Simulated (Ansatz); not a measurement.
Ansatz (an electronic-structure program) input (B3LYP-D3(BJ)/def2-TZVP):

Ansatz 0.2 input:
```yaml
crystal:
  periodic: [false, false, false]
  atoms:
    - {symbol: C, position_ang: [2.95174022, 0.07416999, -0.26875789]}
    - {symbol: C, position_ang: [1.70843588, -0.35512084, 0.50494598]}
    - {symbol: C, position_ang: [0.42237823, 0.25344306, -0.04716085]}
    - {symbol: C, position_ang: [-0.83436432, -0.17528209, 0.73806860]}
    - {symbol: C, position_ang: [-2.11189401, 0.36570354, 0.20598170]}
    - {symbol: O, position_ang: [-2.57499346, -0.07671520, -1.00860608]}
    - {symbol: H, position_ang: [2.88262400, -0.22134468, -1.31842266]}
    - {symbol: H, position_ang: [3.85579767, -0.37623794, 0.14519872]}
    - {symbol: H, position_ang: [3.07673675, 1.15916090, -0.23990767]}
    - {symbol: H, position_ang: [1.81621641, -0.07410780, 1.55778132]}
    - {symbol: H, position_ang: [1.62575247, -1.44705639, 0.49001765]}
    - {symbol: H, position_ang: [0.30399950, -0.02886424, -1.09811990]}
    - {symbol: H, position_ang: [0.49455152, 1.34537663, -0.03192880]}
    - {symbol: H, position_ang: [-0.72976786, 0.13810008, 1.78064872]}
    - {symbol: H, position_ang: [-0.87763531, -1.27396759, 0.75513544]}
    - {symbol: H, position_ang: [-2.41809133, 1.38547922, 0.39883567]}
    - {symbol: H, position_ang: [-2.24801234, -0.97029870, -1.16885518]}
basis:
  gaussian:
    orbitals: def2-TZVP
hamiltonian:
  xc: b3lyp
  dispersion: d3bj
magnetization: {spin_polarized: true, initial_magnetization: 1}
phonons: {temperatures: {t_min: 298.15, t_max: 298.15, t_step: 100}}
```

Output:

```
Functional definition: B3LYP
integrals: 0.18 GiB planned
1535 factors; their error is unknown
0.33 GiB of the device are held for the grids
1.46 GiB of device memory are held for the factors and their scratch space
mean field: 1.69 GiB planned
mean field evaluation 1: about -7398.0781 eV, gradient 5.8e1 eV
mean field evaluation 2: about -7387.0916 eV, gradient 7.5e1 eV
mean field evaluation 4: about -7413.2622 eV, gradient 4.8e0 eV
mean field evaluation 8: about -7413.3542 eV, gradient 8.4e-2 eV
mean field evaluation 16: about -7413.3180 eV, gradient 4.3e-4 eV
mean field -7413.31800112 eV, -272.4344116139 hartree, gradient 6.9e-5 eV, S^2 0.753671; 0 other end points of the search recorded, 0 dependent functions left out
the calculation of the forces begins
reference -7413.31832183 eV, -272.4344233998 hartree; 25, 24 occupied and 227, 228 virtual orbitals, 1535 factors
these checks for a lower state are left out or cut short: stability, starts, cluster_reference, orbital_swaps, neighbouring_geometries, increment
integrals: 0.18 GiB planned
1535 factors; their error is unknown
0.33 GiB of the device are held for the grids
1.46 GiB of device memory are held for the factors and their scratch space
mean field: 1.69 GiB planned
mean field -7413.31790365 eV, -272.4344080317 hartree, gradient 2.5e-6 eV, S^2 0.753671; 0 other end points of the search recorded, 0 dependent functions left out
the calculation of the forces begins
reference -7413.31822430 eV, -272.4344198156 hartree; 25, 24 occupied and 227, 228 virtual orbitals, 1535 factors
these checks for a lower state are left out or cut short: stability, starts, cluster_reference, orbital_swaps, neighbouring_geometries, increment
integrals: 0.18 GiB planned
1535 factors; their error is unknown
0.33 GiB of the device are held for the grids
1.46 GiB of device memory are held for the factors and their scratch space
mean field: 1.69 GiB planned
mean field evaluation 32: about -7413.3178 eV, gradient 2.2e-6 eV
mean field -7413.31779353 eV, -272.4344039849 hartree, gradient 2.5e-6 eV, S^2 0.753671; 0 other end points of the search recorded, 0 dependent functions left out
the calculation of the forces begins
reference -7413.31811429 eV, -272.4344157728 hartree; 25, 24 occupied and 227, 228 virtual orbitals, 1535 factors
these checks for a lower state are left out or cut short: stability, starts, cluster_reference, orbital_swaps, neighbouring_geometries, increment
integrals: 0.18 GiB planned
1535 factors; their error is unknown
0.33 GiB of the device are held for the grids
1.46 GiB of device memory are held for the factors and their scratch space
mean field: 1.69 GiB planned
mean field -7413.31783186 eV, -272.4344053934 hartree, gradient 2.5e-6 eV, S^2 0.753671; 0 other end points of the search recorded, 0 dependent functions left out
the calculation of the forces begins
reference -7413.31815254 eV, -272.4344171784 hartree; 25, 24 occupied and 227, 228 virtual orbitals, 1535 factors
these checks for a lower state are left out or cut short: stability, starts, cluster_reference, orbital_swaps, neighbouring_geometries, increment
integrals: 0.18 GiB planned
1535 factors; their error is unknown
0.33 GiB of the device are held for the grids
1.46 GiB of device memory are held for the factors and their scratch space
mean field: 1.69 GiB planned
mean field -7413.31783430 eV, -272.4344054833 hartree, gradient 2.5e-6 eV, S^2 0.753671; 0 other end points of the search recorded, 0 dependent functions left out
[...]
reference -7413.31833382 eV, -272.4344238402 hartree; 25, 24 occupied and 227, 228 virtual orbitals, 1535 factors
these checks for a lower state are left out or cut short: stability, starts, cluster_reference, orbital_swaps, neighbouring_geometries, increment
integrals: 0.18 GiB planned
1535 factors; their error is unknown
0.33 GiB of the device are held for the grids
1.46 GiB of device memory are held for the factors and their scratch space
mean field: 1.69 GiB planned
mean field -7413.31792704 eV, -272.4344088914 hartree, gradient 2.5e-6 eV, S^2 0.753674; 0 other end points of the search recorded, 0 dependent functions left out
the calculation of the forces begins
reference -7413.31824782 eV, -272.4344206797 hartree; 25, 24 occupied and 227, 228 virtual orbitals, 1535 factors
these checks for a lower state are left out or cut short: stability, starts, cluster_reference, orbital_swaps, neighbouring_geometries, increment
integrals: 0.18 GiB planned
1535 factors; their error is unknown
0.33 GiB of the device are held for the grids
1.46 GiB of device memory are held for the factors and their scratch space
mean field: 1.69 GiB planned
mean field evaluation 672: about -7413.3515 eV, gradient 5.7e-4 eV
mean field -7413.31788422 eV, -272.4344073176 hartree, gradient 2.5e-6 eV, S^2 0.753667; 0 other end points of the search recorded, 0 dependent functions left out
the calculation of the forces begins
reference -7413.31820486 eV, -272.4344191012 hartree; 25, 24 occupied and 227, 228 virtual orbitals, 1535 factors
these checks for a lower state are left out or cut short: stability, starts, cluster_reference, orbital_swaps, neighbouring_geometries, increment
integrals: 0.18 GiB planned
1535 factors; their error is unknown
0.33 GiB of the device are held for the grids
1.46 GiB of device memory are held for the factors and their scratch space
mean field: 1.69 GiB planned
mean field -7413.31798873 eV, -272.4344111583 hartree, gradient 2.5e-6 eV, S^2 0.753674; 0 other end points of the search recorded, 0 dependent functions left out
the calculation of the forces begins
reference -7413.31830943 eV, -272.4344229441 hartree; 25, 24 occupied and 227, 228 virtual orbitals, 1535 factors
these checks for a lower state are left out or cut short: stability, starts, cluster_reference, orbital_swaps, neighbouring_geometries, increment
integrals: 0.18 GiB planned
1535 factors; their error is unknown
0.33 GiB of the device are held for the grids
1.46 GiB of device memory are held for the factors and their scratch space
mean field: 1.69 GiB planned
mean field -7413.31798043 eV, -272.4344108535 hartree, gradient 2.5e-6 eV, S^2 0.753668; 0 other end points of the search recorded, 0 dependent functions left out
the calculation of the forces begins
reference -7413.31830115 eV, -272.4344226396 hartree; 25, 24 occupied and 227, 228 virtual orbitals, 1535 factors
these checks for a lower state are left out or cut short: stability, starts, cluster_reference, orbital_swaps, neighbouring_geometries, increment
integrals: 0.18 GiB planned
1535 factors; their error is unknown
0.33 GiB of the device are held for the grids
1.46 GiB of device memory are held for the factors and their scratch space
mean field: 1.69 GiB planned
mean field -7413.31794982 eV, -272.4344097285 hartree, gradient 2.5e-6 eV, S^2 0.753671; 0 other end points of the search recorded, 0 dependent functions left out
the calculation of the forces begins
reference -7413.31827052 eV, -272.4344215139 hartree; 25, 24 occupied and 227, 228 virtual orbitals, 1535 factors
these checks for a lower state are left out or cut short: stability, starts, cluster_reference, orbital_swaps, neighbouring_geometries, increment
integrals: 0.18 GiB planned
1535 factors; their error is unknown
0.33 GiB of the device are held for the grids
1.46 GiB of device memory are held for the factors and their scratch space
mean field: 1.69 GiB planned
mean field evaluation 704: about -7413.3180 eV, gradient 2.2e-6 eV
mean field -7413.31800906 eV, -272.4344119056 hartree, gradient 2.5e-6 eV, S^2 0.753670; 0 other end points of the search recorded, 0 dependent functions left out
the calculation of the forces begins
reference -7413.31832978 eV, -272.4344236919 hartree; 25, 24 occupied and 227, 228 virtual orbitals, 1535 factors
these checks for a lower state are left out or cut short: stability, starts, cluster_reference, orbital_swaps, neighbouring_geometries, increment
integrals: 0.18 GiB planned
1535 factors; their error is unknown
0.33 GiB of the device are held for the grids
1.46 GiB of device memory are held for the factors and their scratch space
mean field: 1.69 GiB planned
mean field -7413.31785471 eV, -272.4344062334 hartree, gradient 2.5e-6 eV, S^2 0.753670; 0 other end points of the search recorded, 0 dependent functions left out
the calculation of the forces begins
reference -7413.31817540 eV, -272.4344180185 hartree; 25, 24 occupied and 227, 228 virtual orbitals, 1535 factors
these checks for a lower state are left out or cut short: stability, starts, cluster_reference, orbital_swaps, neighbouring_geometries, increment
integrals: 0.18 GiB planned
1535 factors; their error is unknown
0.33 GiB of the device are held for the grids
1.46 GiB of device memory are held for the factors and their scratch space
mean field: 1.69 GiB planned
mean field -7413.31787995 eV, -272.4344071608 hartree, gradient 2.5e-6 eV, S^2 0.753671; 0 other end points of the search recorded, 0 dependent functions left out
the calculation of the forces begins
reference -7413.31820068 eV, -272.4344189474 hartree; 25, 24 occupied and 227, 228 virtual orbitals, 1535 factors
these checks for a lower state are left out or cut short: stability, starts, cluster_reference, orbital_swaps, neighbouring_geometries, increment
integrals: 0.18 GiB planned
1535 factors; their error is unknown
0.33 GiB of the device are held for the grids
1.46 GiB of device memory are held for the factors and their scratch space
mean field: 1.69 GiB planned
mean field -7413.31796344 eV, -272.4344102290 hartree, gradient 2.5e-6 eV, S^2 0.753670; 0 other end points of the search recorded, 0 dependent functions left out
the calculation of the forces begins
reference -7413.31828412 eV, -272.4344220139 hartree; 25, 24 occupied and 227, 228 virtual orbitals, 1535 factors
these checks for a lower state are left out or cut short: stability, starts, cluster_reference, orbital_swaps, neighbouring_geometries, increment
integrals: 0.18 GiB planned
1535 factors; their error is unknown
0.33 GiB of the device are held for the grids
1.46 GiB of device memory are held for the factors and their scratch space
mean field: 1.69 GiB planned
mean field -7413.31800334 eV, -272.4344116953 hartree, gradient 2.5e-6 eV, S^2 0.753671; 0 other end points of the search recorded, 0 dependent functions left out
the calculation of the forces begins
reference -7413.31832408 eV, -272.4344234821 hartree; 25, 24 occupied and 227, 228 virtual orbitals, 1535 factors
Total energy: -7413.87569455 eV, -272.4549064694 hartree
Atom 0 at     2.951740     0.074170    -0.268758 Å, force     0.000881    -0.000372     0.000336 eV/Å
Atom 1 at     1.708436    -0.355121     0.504946 Å, force     0.000123     0.000557    -0.001191 eV/Å
Atom 2 at     0.422378     0.253443    -0.047161 Å, force    -0.001706    -0.000466     0.000455 eV/Å
Atom 3 at    -0.834364    -0.175282     0.738069 Å, force     0.000273    -0.000036     0.001240 eV/Å
Atom 4 at    -2.111894     0.365704     0.205982 Å, force     0.000030    -0.000790    -0.001382 eV/Å
Atom 5 at    -2.574993    -0.076715    -1.008606 Å, force     0.000391    -0.000274     0.000461 eV/Å
Atom 6 at     2.882624    -0.221345    -1.318423 Å, force    -0.000247    -0.000129     0.000282 eV/Å
Atom 7 at     3.855798    -0.376238     0.145199 Å, force     0.000262     0.000092    -0.000062 eV/Å
Atom 8 at     3.076737     1.159161    -0.239908 Å, force    -0.000269    -0.000117     0.000126 eV/Å
Atom 9 at     1.816216    -0.074108     1.557781 Å, force    -0.000349     0.000396    -0.000467 eV/Å
Atom 10 at     1.625752    -1.447056     0.490018 Å, force    -0.000117     0.000332    -0.000304 eV/Å
Atom 11 at     0.303999    -0.028864    -1.098120 Å, force     0.000796    -0.000152     0.000273 eV/Å
Atom 12 at     0.494552     1.345377    -0.031929 Å, force     0.000179    -0.000424     0.000232 eV/Å
Atom 13 at    -0.729768     0.138100     1.780649 Å, force     0.000171     0.000020     0.000383 eV/Å
Atom 14 at    -0.877635    -1.273968     0.755135 Å, force     0.000247     0.000141    -0.000333 eV/Å
Atom 15 at    -2.418091     1.385479     0.398836 Å, force    -0.000083     0.000318    -0.000146 eV/Å
Atom 16 at    -2.248012    -0.970299    -1.168855 Å, force    -0.000583     0.000905     0.000097 eV/Å
Dipole moment:     0.293929    -0.190281     0.066162 e Å
Vibrations: 79.31 84.89 132.40 177.20 244.06 291.37 366.56 409.23 506.51 604.90 737.25 795.49 904.54 915.74 967.41 1000.52 1055.92 1104.68 1116.85 1197.92 1231.96 1275.22 1290.08 1330.31 1347.33 1349.45 1388.20 1415.20 1430.89 1470.32 1487.93 1497.56 1499.59 1511.20 2967.00 3007.80 3018.16 3026.24 3027.38 3043.33 3062.39 3085.83 3090.09 3185.11 3778.62 cm⁻¹, zero-point energy 4.123091 eV
```

It need not be the lowest isomer of its formula.
